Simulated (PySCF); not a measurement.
A calculated (PBE0, PySCF 2.14, aug-cc-pVTZ with one added diffuse shell each of s, p, d, f type, the non-relativistic Hamiltonian (point nucleus)) atom or ion has these occupied shells.

```csv
shell,electrons,orbital energy (eV),"rms radius, mean of both spins (bohr)"
1s α,1,-896.82,0.183
1s β,1,-894.28,0.183
2s α,1,-84.981,0.911
2s β,1,-78.071,0.911
2p α,3,-60.328,0.908
2p β,1,-55.741,0.908
```

(1) Name the element and its charge.

## Answers

(1) Ne²⁺ (neon, charge +2), in [He] 2s2 2p4, high-spin 3P determinant.
